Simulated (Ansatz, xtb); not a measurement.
**Two isomers of C4H5BrO3**

Structure X: `O=C1OCC(Br)CO1`, a singlet. Structure Y: `O=COC(=O)CCBr`, a singlet. Both are isolated molecules in the gas phase, relaxed with r2SCAN-D4/def2-SVP; each stands in its lowest conformer found.

Quicker runs give these differences E(Y) − E(X): GFN2-xTB +0.830 eV; HF/STO-3G +0.860 eV (at GFN2-xTB geometries); r2SCAN-D4/def2-SVP//GFN2-xTB −0.059 eV.

Estimate E(Y) − E(X) at the level CCSD(T)/def2-SVP + ΔMP2/def2-TZVPP.

Calculated at CCSD(T)/def2-SVP + ΔMP2/def2-TZVPP: E(Y) − E(X) = −0.149 eV, so structure Y lies lower.

How the difference moves with the method:

```csv
level,geometry,E(Y) − E(X) (eV),departure from the last row (eV),"job, with rough time for the two"
GFN2-xTB,GFN2-xTB,+0.830,+0.979,"optimisation, 0.15 s"
HF/STO-3G,GFN2-xTB,+0.860,+1.009,"single point, 0.6 s"
r2SCAN-D4/def2-SVP//GFN2-xTB,GFN2-xTB,−0.059,+0.090,"single point, 4.9 s"
r2SCAN-D4/def2-SVP,r2SCAN-D4/def2-SVP,−0.075,+0.074,"optimisation, 88 s"
HF/def2-SVP,r2SCAN-D4/def2-SVP,−0.233,−0.084,part of the CCSD(T) run
MP2/def2-SVP,r2SCAN-D4/def2-SVP,−0.292,−0.143,part of the CCSD(T) run
CCSD(T)/def2-SVP,r2SCAN-D4/def2-SVP,−0.286,−0.137,single point
CCSD(T)/def2-SVP + ΔMP2/def2-TZVPP,r2SCAN-D4/def2-SVP,−0.149,,"single point, 2.8 min"
```

As drawn, Y has 1 C=O in place of 2 C–O. Structure X has a 6-membered ring, Y no ring.

GFN2-xTB, HF/STO-3G put the two in the other order. The largest departure from CCSD(T)/def2-SVP + ΔMP2/def2-TZVPP is that of HF/STO-3G, 1.009 eV. The last row adds to CCSD(T) the change of the MP2 difference between the two basis sets, here +0.137 eV, a large step that makes the value less sure.

With thermal terms from frequencies at re-optimised GFN2-xTB minima (ideal gas, soft modes damped towards free rotors, one conformer each, 298.15 K, 1 atm): the zero-point term adds −0.096 eV; ΔH is −0.200 and ΔG −0.322 eV.

The correlated steps freeze 16 core orbitals; the filled d shell of Br is correlated, in a basis made for valence electrons. Codes used: Ansatz 0.2.0, xtb 6.7.1; the last row on 4 threads of Arm Neoverse V1 on a shared host.
